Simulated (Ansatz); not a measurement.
Cd4O4⁻, 8 atoms. Hardware: 4 threads of Arm Neoverse N1 on a shared host.

In the def2 sets Cd takes a core potential; there is no spin–orbit coupling. Correlated methods freeze 4 core orbitals; core or outer-core shells of Cd are correlated, in sets that lack core-valence functions.

**Question.** How many basis functions does each of these Ansatz runs have, and roughly what does it cost? HF/def2-TZVPD, charge -1 doublet, energy, from earlier orbitals; MP2/def2-SVPD, charge -1 doublet, energy, from earlier orbitals; LDA (SPW92)/def2-TZVPD, charge -1 doublet, energy, from earlier orbitals; HF/STO-3G, charge -1 doublet, energy; PBE0-D4/def2-TZVPD, charge -1 doublet, energy, from earlier orbitals; RPA@PBE/def2-SVPD, charge -1 doublet, energy, from earlier orbitals; PBE-D4/def2-TZVPD, charge -1 doublet, energy and forces, from earlier orbitals; B2PLYP/def2-TZVPD, charge -1 doublet, energy, from earlier orbitals; PBE-D4/def2-SVP, charge -1 doublet, energy with a search over starts; r2SCAN-D4/def2-TZVPD, charge -1 doublet, energy, from earlier orbitals; PBE-D4/def2-SVPD, charge -1 doublet, relaxation, 49 steps.

**Answer.** Other jobs shared the machine, so times can vary by a factor of up to 3. A dash marks memory too small to be measured apart from the calling script's.

| run | functions | fitting or Cholesky vectors | wall time | peak host memory (GiB) |
| --- | --- | --- | --- | --- |
| LDA (SPW92)/def2-TZVPD, charge -1 doublet, energy, from earlier orbitals | 320 | 2212 | 11 s | 0.69 |
| PBE-D4/def2-TZVPD, charge -1 doublet, energy and forces, from earlier orbitals | 320 | 2212 | 25 s | 0.72 |
| HF/STO-3G, charge -1 doublet, energy | 128 | 1747 | 31 s | 1.4 |
| PBE-D4/def2-SVP, charge -1 doublet, energy with a search over starts | 180 | 1804 | 36 s | 0.63 |
| MP2/def2-SVPD, charge -1 doublet, energy, from earlier orbitals | 228 | 2228 | 44 s | 1.2 |
| PBE0-D4/def2-TZVPD, charge -1 doublet, energy, from earlier orbitals | 320 | 2510 | 51 s | 1.9 |
| r2SCAN-D4/def2-TZVPD, charge -1 doublet, energy, from earlier orbitals | 320 | 2212 | 51 s | 0.86 |
| RPA@PBE/def2-SVPD, charge -1 doublet, energy, from earlier orbitals | 228 | 2228 | 52 s | 1.2 |
| HF/def2-TZVPD, charge -1 doublet, energy, from earlier orbitals | 320 | 2510 | 62 s | 1.8 |
| B2PLYP/def2-TZVPD, charge -1 doublet, energy, from earlier orbitals | 320 | 2510 | 96 s | 1.9 |
| PBE-D4/def2-SVPD, charge -1 doublet, relaxation, 49 steps | 228 | 1988 | 9.7 min | – |
